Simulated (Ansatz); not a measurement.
Reaction (cleavage of the Si–B bond): `B[SiH]([SiH3])O[SiH3]` + NH₃ → `N[SiH]([SiH3])O[SiH3]` + BH₃

Isolated molecules relaxed with PBE0-D4/def2-TZVP in Ansatz; ΔE leaves out vibrations. CBS: MP2 limit from def2 TZ/QZ plus the TZ coupled-cluster correction, frozen cores. This one scheme is used for every species. DFT in def2-TZVPP. Each species was taken in one conformer, which may not be the lowest.

**Question.** Is it downhill or uphill in electronic energy at CCSD(T)/CBS, and by how much? (An estimate is asked.)

**Answer.** The calculation gave: Downhill: ΔE = -18.5 kcal/mol.

**Question.** What do these levels give: r2SCAN-D4, PBE0-D4, ωB97M-V, B2PLYP, PBE, r2SCAN, PBE0, MP2/def2-TZVPP, CCSD/def2-TZVPP, CCSD(T)/def2-TZVPP, HF/def2-QZVPP, MP2/def2-QZVPP? (An estimate is asked.)

**Answer.** Ansatz gave: r2SCAN-D4 -16.9, PBE0-D4 -15.8, ωB97M-V -19.5, B2PLYP -19.3, PBE -13.6, r2SCAN -16.8, PBE0 -15.6, MP2/def2-TZVPP -20.6, CCSD/def2-TZVPP -18.9, CCSD(T)/def2-TZVPP -18.5, HF/def2-QZVPP -22.8, MP2/def2-QZVPP -20.7 kcal/mol.

Largest T1 diagnostic among the species: 0.013.

In def2-TZVPP, CCSD(T) changes the Hartree–Fock value by +4.1 kcal/mol (the triples alone add +0.4 kcal/mol) and MP2 by +2.0 kcal/mol. From PBE to PBE0 (25 % exact exchange), in def2-TZVPP and without D4, ΔE moves by −2.0 kcal/mol.
